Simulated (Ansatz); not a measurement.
C3H6BNO can be A, `CB(C)N=C=O`, or B, `CB1COC=N1`.

Calculated with Ansatz (gas phase, PBE0-D4/def2-TZVP geometries, no zero-point term in ΔE). CBS: MP2 limit from def2 TZ/QZ plus the TZ coupled-cluster correction, frozen cores. DFT in def2-TZVPP. B3LYP here is the variant with VWN-RPA as its local correlation; programs differ in this. Each species was taken in one conformer, which may not be the lowest.

Problem. Which is lower in electronic energy at CCSD(T)/CBS, and by how much? (Estimate.)

Solution. Ansatz gave: A, by 25.6 kcal/mol.

Problem. Give E(B) − E(A) in kcal/mol with MP2/def2-TZVPP, PBE-D4, B3LYP-D4, PBE0-D4, CCSD/def2-TZVPP, ωB97M-V, r2SCAN-D4. (Best estimate.)

Solution. Ansatz gave: MP2/def2-TZVPP 29.4, PBE-D4 28.2, B3LYP-D4 30.2, PBE0-D4 26.1, CCSD/def2-TZVPP 26.2, ωB97M-V 25.8, r2SCAN-D4 29.4. None reverses the order clearly.

Largest T1 diagnostic: 0.015.

The D4 term adds −0.9 kcal/mol with B3LYP and −0.4 kcal/mol with PBE0; it sums over pairs of atoms, weighted by their polarisabilities, and B3LYP, whose exchange is more repulsive, gets the larger term. From PBE to PBE0 (25 % exact exchange), in def2-TZVPP and without D4, E(B) − E(A) moves by −2.2 kcal/mol.
